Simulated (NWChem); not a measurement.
The numbers come from NWChem runs, not from measurements. System: C2H6GeO, charge 0, spin multiplicity 1, at a geometry optimised with B3LYP/def2-SVP. The structure started from a generated list of species. Level: RHF/def2-TZVP.

NWChem printed:

```
             Northwest Computational Chemistry Package (NWChem) 7.3.0
             --------------------------------------------------------

                                NWChem Input Module
                                -------------------

 Scaling coordinates for geometry "geometry" by  1.889725989
 (inverse scale =  0.529177249)

 Turning off AUTOSYM since
 SYMMETRY directive was detected!

                             Geometry "geometry" -> ""
                             -------------------------

 Output coordinates in angstroms (scale by  1.889725989 to convert to a.u.)

  No.       Tag          Charge          X              Y              Z
 ---- ---------------- ---------- -------------- -------------- --------------
    1 Ge                  32.0000    -0.79308000     0.13398600     0.00000000
    2 C                    6.0000     0.44374600     1.74053600     0.00000000
    3 H                    1.0000    -0.15717200     2.66436500     0.00000000
    4 H                    1.0000     1.09597800     1.75332400    -0.89133100
    5 H                    1.0000     1.09597800     1.75332400     0.89133100
    6 O                    8.0000     0.40260700    -1.21023000     0.00000000
    7 C                    6.0000     1.80786000    -1.23750500     0.00000000
    8 H                    1.0000     2.26797000    -0.23309700     0.00000000
    9 H                    1.0000     2.17266600    -1.78090200     0.89051300
   10 H                    1.0000     2.17266600    -1.78090200    -0.89051300

 Effective nuclear repulsion energy (a.u.)     262.2469999227

            Nuclear Dipole moment (a.u.)
            ----------------------------
        X                 Y               Z
 ---------------- ---------------- ----------------
     0.0000340151     0.0000188973     0.0000000000

      Symmetry information
      --------------------

 Group name             Cs
 Group number              2
 Group order               2
 No. of unique centers     8

      Symmetry unique atoms

     1    2    3    4    6    7    8    9


 Summary of "ao basis" -> "" (spherical)
 ------------------------------------------------------------------------------
       Tag                 Description            Shells   Functions and Types
 ---------------- ------------------------------  ------  ---------------------
 *                         def2-tzvp                  on all atoms

 Summary of "ao basis" -> "ao basis" (spherical)
[...]
   111      0.259573   6 O  pz              136     -0.171825   7 C  pz
   167     -0.160412   9 H  s               173      0.160412  10 H  s
   139     -0.150445   7 C  pz

 Vector   29  Occ=2.000000D+00  E=-3.270833D-01  Symmetry=a'
              MO Center= -8.4D-01,  4.0D-01, -1.0D-14, r^2= 3.0D+00
   Bfn.  Coefficient  Atom+Function         Bfn.  Coefficient  Atom+Function
  ----- ------------  ---------------      ----- ------------  ---------------
     6      0.396467   1 Ge s                19     -0.338398   1 Ge px
     5      0.318429   1 Ge s                16     -0.319484   1 Ge px
     4     -0.161386   1 Ge s                58      0.161833   2 C  py
    55      0.157010   2 C  py

 Vector   30  Occ=0.000000D+00  E= 4.533860D-02  Symmetry=a"
              MO Center= -8.4D-01,  1.9D-01, -8.2D-14, r^2= 3.4D+00
   Bfn.  Coefficient  Atom+Function         Bfn.  Coefficient  Atom+Function
  ----- ------------  ---------------      ----- ------------  ---------------
    21      0.840929   1 Ge pz               18      0.317698   1 Ge pz
   111     -0.192823   6 O  pz               12     -0.166970   1 Ge pz

 Vector   31  Occ=0.000000D+00  E= 1.292422D-01  Symmetry=a'
              MO Center=  5.2D-01,  1.1D+00,  3.2D-14, r^2= 8.6D+00
   Bfn.  Coefficient  Atom+Function         Bfn.  Coefficient  Atom+Function
  ----- ------------  ---------------      ----- ------------  ---------------
    53      5.322124   2 C  s                88     -1.703724   4 H  s
    94     -1.703724   5 H  s                 6     -1.528694   1 Ge s
   133      1.507719   7 C  s                20     -1.314871   1 Ge py
    82     -1.215879   3 H  s               162     -0.773806   8 H  s
    19     -0.706653   1 Ge px              168     -0.642342   9 H  s

 Vector   32  Occ=0.000000D+00  E= 1.507463D-01  Symmetry=a'
              MO Center=  5.6D-03, -3.4D-01, -1.6D-14, r^2= 7.4D+00
   Bfn.  Coefficient  Atom+Function         Bfn.  Coefficient  Atom+Function
  ----- ------------  ---------------      ----- ------------  ---------------
   133      2.760349   7 C  s                20      1.317059   1 Ge py
   168     -1.210072   9 H  s               174     -1.210072  10 H  s
   102      1.158501   6 O  s               162     -0.969370   8 H  s
    19     -0.831771   1 Ge px               60      0.799783   2 C  px
     6     -0.725028   1 Ge s                88     -0.670511   4 H  s

 center of mass
 --------------
 x =  -0.25914849 y =  -0.01609813 z =   0.00000000

 moments of inertia (a.u.)
 ------------------
         365.942107834544         136.585904175851           0.000000000000
         136.585904175851         388.387243325216           0.000000000000
           0.000000000000           0.000000000000         731.475876287074

  Mulliken analysis of the total density
  --------------------------------------

    Atom       Charge   Shell Charges
 -----------   ------   -------------------------------------------------------
    1 Ge  32    31.45   2.00  2.00  1.17  0.78  0.95  0.85  5.98  4.41  1.58  0.92  0.58  8.93  1.09  0.07  0.10  0.05
    2 C    6     6.58   0.85  1.12  0.47  0.72  0.09  1.23  1.53  0.53  0.01  0.03  0.00
    3 H    1     0.87   0.26  0.49  0.10  0.02
    4 H    1     0.87   0.26  0.48  0.11  0.02
    5 H    1     0.87   0.26  0.48  0.11  0.02
    6 O    8     8.57   0.79  1.18  0.55  0.96  0.29  1.84  2.09  0.83  0.00  0.02  0.00
    7 C    6     6.07   0.85  1.12  0.48  0.65  0.08  1.20  1.28  0.27  0.03  0.10  0.01
    8 H    1     0.91   0.27  0.49  0.13  0.02
    9 H    1     0.90   0.27  0.50  0.11  0.02
   10 H    1     0.90   0.27  0.50  0.11  0.02

       Multipole analysis of the density wrt the origin
       ------------------------------------------------

     L   x y z        total         open         nuclear
     -   - - -        -----         ----         -------
     0   0 0 0      0.000000      0.000000     58.000000

     1   1 0 0      0.412973      0.000000      0.000034
     1   0 1 0      0.528199      0.000000      0.000019
     1   0 0 1      0.000000      0.000000      0.000000

     2   2 0 0    -28.167559      0.000000    211.504351
     2   1 1 0     -1.559881      0.000000    -74.743982
     2   1 0 1     -0.000000      0.000000      0.000000
     2   0 2 0    -29.712568      0.000000    211.770254
     2   0 1 1      0.000000      0.000000      0.000000
     2   0 0 2    -25.747609      0.000000     11.338017

 Task  times  cpu:       46.9s     wall:       46.9s

 Total times  cpu:       46.9s     wall:       46.9s
```

Q: Write an NWChem input that would produce this output.

A: Several could match; the one computed here: 
```
start mol
memory heap 200 mb stack 800 mb global 1000 mb
geometry units angstroms nocenter noautoz
  Ge    -0.793080     0.133986     0.000000
  C      0.443746     1.740536     0.000000
  H     -0.157172     2.664365     0.000000
  H      1.095978     1.753324    -0.891331
  H      1.095978     1.753324     0.891331
  O      0.402607    -1.210230     0.000000
  C      1.807860    -1.237505     0.000000
  H      2.267970    -0.233097     0.000000
  H      2.172666    -1.780902     0.890513
  H      2.172666    -1.780902    -0.890513
  symmetry group Cs
end
basis spherical
  * library def2-tzvp
end
scf
  rhf
  nopen 0
  maxiter 100
  thresh 1e-7
  semidirect memsize 60000000 filesize 0
end
task scf energy
```
